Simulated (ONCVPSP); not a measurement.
Before and after: ONCV potential for oxygen (O)

- Element: oxygen (O)
- Generator: ONCVPSP 4.0.1
- Type: optimised norm-conserving Vanderbilt (ONCV)
- Functional: PBEsol
- Relativity: scalar-relativistic
- Frozen core: [He]
- Valence charge: 6
- Reference configuration: 2s2 2p3 (charge +1)
- Partial waves: 2s: rc 0.85 bohr, ncon 4, nbas 7, qcut 8.8 1/bohr, 2 projectors, debl 1.5 Ha; 2p: rc 1.70 bohr, ncon 4, nbas 9, qcut 9.6 1/bohr, 2 projectors, debl 0.4 Ha
- Local potential: polynomial inside 0.55 bohr (lpopt 5, dvloc0 0 Ha)
- Core correction: Teter function fitted to the true core (icmod 2), fcfact 0.7

In the p channel the program set the typed energies aside and used -0.895, 0.250 Ha.

All-electron outer shells of the reference configuration (PBEsol, scalar-relativistic, ld1.x):

```tsv
shell	level (eV)	outermost node (bohr)	outermost maximum (bohr)
1s	-531.61	–	0.13
2s	-39.48	0.28	0.86
2p	-24.36	–	0.79
```

Change: s: qcut 12.7; p: qcut 13.9.

Cutoffs: the cutoffs (Ha) at which the residual kinetic energy of the hardest occupied pseudo-wave falls to 1 and 0.1 mHa per electron; they do not see the model core or the augmentation charge, which bear on the density cutoff. Errors are all-electron minus pseudo energies relative to the spin-unpolarised reference configuration.

Question: Predict the effect on cutoff, ghosts and configuration errors.

Answer: The potential gets neither clearly harder nor softer (40 Ha and 139 Ha → 49 Ha and 61 Ha); of the 4 tests that both files solve, the error grows in 0 and shrinks in 4 by more than 15 % and 0.3 meV (median size 77.1 → 4.4 meV); neither file shows a bound ghost.

```tsv
quantity	base	changed
cutoff, loose	40 Ha	49 Ha
cutoff, tight	139 Ha	61 Ha
loose cutoff by channel	s 40 Ha, p 28 Ha	s 49 Ha, p 49 Ha
bound ghosts	none	none
GHOST(+) flags under 300 eV	none	none
error for 2s2 2p4, meV [ΔE -16.36 eV]	+38	-2.6
error for 2s2 2p2, meV [ΔE 33.48 eV]	+117	-6.1
error for 2s2 2p1, meV [ΔE 87.18 eV]	+718	-8.3
error for 2s2 2p3.5, meV [ΔE -10.11 eV]	+13	-0.6
s: phases at 0.86 bohr within 0.05 rad from the reference energy up to (Ha; the scan ends near 5)	to the end of the scan	to the end of the scan
p: phases at 1.73 bohr within 0.05 rad from the reference energy up to (Ha; the scan ends near 5)	to the end of the scan	to the end of the scan
rms error of d²Exc/dni dnj with the model core, mHa	2.14	2.09
```
